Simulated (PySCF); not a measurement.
One molecule, one basis, several functionals.

Species: C3H8B2.
SMILES: `B/C=C(\B)C`

PySCF, pcSseg-2 basis, density fitting, gas phase, PBE0-D3(BJ)/def2-SVP geometry. One functional is left out:

| functional | exact exchange (%) | HOMO energy (eV) | LUMO energy (eV) | dipole moment (D) |
| --- | --- | --- | --- | --- |
| B97-D | 0 | -6.53 | -2.85 | 1.569 |
| BLYP | 0 | -6.45 | -2.86 | 1.569 |
| BP86 | 0 | -6.67 | -3.09 | 1.585 |
| LDA | 0 | -6.69 | -3.27 | 1.577 |
| OPBE | 0 | -6.55 | -2.93 | 1.583 |
| PBE | 0 | -6.59 | -3.04 | 1.582 |
| B3LYP | 20 | -7.46 | -2.26 | 1.531 |
| PBE0 | 25 | -7.66 | -2.07 | 1.537 |
| mPW1PW91 | 25 | -7.68 | -2.07 | 1.537 |
| BHandHLYP | 50 | -8.57 | -0.98 | 1.478 |

**Question.** Predict the row of B97-2 (21 % exact exchange) by straight lines through the other rows, and check it.

**Answer.** 
| property | line | computed | computed − line | B3LYP (20 %), for comparison |
| --- | --- | --- | --- | --- |
| HOMO energy (eV) | -7.45 | -7.41 | +0.04 | -7.46 |
| LUMO energy (eV) | -2.19 | -2.07 | +0.12 | -2.26 |
| dipole moment (D) | 1.538 | 1.536 | -0.002 | 1.531 |

**Question.** Which of these properties follows the share of exact exchange most closely, and which least?

**Answer.** Most closely the HOMO energy, least the dipole moment; the correlations over the tabulated rows are HOMO energy -0.994, LUMO energy 0.984, dipole moment -0.979. The HOMO energy moves by -0.410 eV for every 10 %. Functionals with the same share still differ in their other parts: at 0 % BLYP and LDA differ by 0.24 eV in it.
